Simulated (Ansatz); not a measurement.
The cluster K5H5. Total charge 0; singlet. Geometry PBE-D4/def2-SVP; atoms count from 1.

```xyz
10

K     1.730   -0.240    1.632
K    -0.922    2.414    1.664
K     0.787   -2.939   -1.954
K    -2.143   -0.859    0.005
K     0.996    1.622   -1.465
H     1.818   -0.868   -0.964
H    -1.503    1.628   -0.767
H     1.585    2.298    0.996
H    -0.797   -0.142    2.212
H    -1.550   -2.913   -1.360
```

The structure comes from a short search, and lower isomers may exist.

Q: Estimate the Mulliken populations from the PBE0/def2-TZVP orbitals of Ansatz.

A: 
```
atom  charge (e)
  K1        0.56
  K2        0.41
  K3        0.40
  K4        0.61
  K5        0.56
  H6       -0.56
  H7       -0.50
  H8       -0.49
  H9       -0.51
 H10       -0.48
```
Mulliken values and Mayer orders depend strongly on the basis.
